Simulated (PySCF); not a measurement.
**Electron correlation in Be (beryllium, neutral)**

[He] 2s2, closed-shell 1S. All numbers are calculated (PySCF 2.14, scalar relativity by spin-free X2C-1e, in aug-cc-pCVQZ-DK (9s8p6d4f2g, 109 functions)). Frozen: 1s2; 2 electrons correlated.

With two correlated electrons CCSD is exact within the correlated space (frozen core and kept virtual orbitals).

```
level  correlation energy (mhartree)
 CCSD                         -46.03
```

Diagnostics: T1 = 0.022, D1 = 0.0308, largest double amplitude 0.109.

Q: Is a single reference adequate?

A: Mostly. T1 lies below 0.03, but a double amplitude of this size points to a near-degeneracy that CCSD handles and MP2 describes poorly.
